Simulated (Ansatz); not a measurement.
`CC[N](C)[SnH]([F])[Cl]` + `C#CCO` → `C#CCOCC` + `C[NH][SnH]([F])[Cl]`  (substitution at a C–N bond)

Gas-phase electronic energies from Ansatz, PBE0-D4/def2-TZVP geometries. CCSD(T)/CBS adds triple-zeta CCSD(T) − MP2 to the extrapolated MP2 energy (def2 sets, frozen cores). This one scheme is used for every species. Functionals use def2-TZVPP. def2 core potentials past Kr. For Sn outer-core shells are correlated without core-valence functions, which leaves a few kJ/mol of doubt a bond. Each species was taken in one conformer, which may not be the lowest.

`CC[N](C)[SnH]([F])[Cl]`:

Z-matrix (Å, degrees):
```
C
C 1 1.513
H 1 1.091 2 110.6
H 1 1.097 2 111.8 3 -118.2
H 1 1.093 2 111.2 3 120.1
N 2 1.449 1 112.8 3 -175.3
H 2 1.102 1 109.5 3 60.2
H 2 1.099 1 109.3 3 -55.7
Sn 6 2.000 2 118.6 1 -37.9
C 6 1.450 2 112.9 1 -179.7
F 9 1.915 6 102.2 2 -169.8
Cl 9 2.331 6 112.3 2 -58.1
H 9 1.691 6 119.4 2 72.1
H 10 1.091 6 110.7 2 178.6
H 10 1.100 6 112.9 2 56.9
H 10 1.097 6 109.3 2 -62.8
```

`C#CCO`:

Cartesian coordinates in Å:
```
C -1.650 -0.412 -0.783
C -0.686 -0.011 -0.190
C 0.512 0.461 0.494
O 1.534 -0.508 0.567
H -2.511 -0.767 -1.298
H 0.863 1.378 0.000
H 0.266 0.726 1.525
H 1.670 -0.866 -0.315
```

`C#CCOCC`:

Cartesian coordinates in Å:
```
C -0.208 -1.864 2.322
C 0.196 -0.823 1.882
C 0.687 0.445 1.344
O 0.829 0.453 -0.050
C -0.400 0.366 -0.739
C -0.120 0.409 -2.218
H -0.562 -2.789 2.713
H 1.677 0.652 1.758
H 0.016 1.254 1.673
H -1.049 1.204 -0.439
H -0.917 -0.564 -0.467
H -1.053 0.349 -2.781
H 0.389 1.336 -2.489
H 0.515 -0.429 -2.511
```

`C[NH][SnH]([F])[Cl]`:

```xyz
10

C     0.526    1.065    0.884
N    -0.472    0.739   -0.127
Sn   -0.598   -1.134   -0.788
F    -0.904   -2.138    0.808
Cl    1.442   -1.967   -1.524
H     1.557    1.087    0.508
H     0.299    2.043    1.318
H     0.477    0.334    1.693
H    -0.503    1.430   -0.864
H    -1.825   -1.459   -1.907
```

CCSD(T)/CBS gives +13.8 kJ/mol.

Question: Another level gave +8.2 kJ/mol. Which?
A. CAM-B3LYP-D4/def2-TZVPP
B. ωB97M-V/def2-TZVPP
C. LDA (SPW92)/def2-TZVPP
D. CAM-B3LYP/def2-TZVPP

Answer: B. ωB97M-V 8.2, CAM-B3LYP -1.5, CAM-B3LYP-D4 4.2, LDA (SPW92) 14.8 kJ/mol.

Largest T1 diagnostic among the species: 0.013.

The D4 term adds +9.5 kJ/mol with B3LYP and +5.3 kJ/mol with PBE0; it sums over pairs of atoms, weighted by their polarisabilities, and B3LYP, whose exchange is more repulsive, gets the larger term. Leaving LDA and LC-ωPBE aside and taking each functional with its dispersion term where it has one, the values, not all of them listed here, spread over 9.7 kJ/mol, from B2PLYP to revPBE-D4. LDA lies +9.8 kJ/mol from PBE without D4. In def2-TZVPP, CCSD(T) changes the Hartree–Fock value by +20.5 kJ/mol (the triples alone add +2.6 kJ/mol) and MP2 by +24.9 kJ/mol.

B3LYP here is the variant with VWN-RPA as its local correlation; programs differ in this.
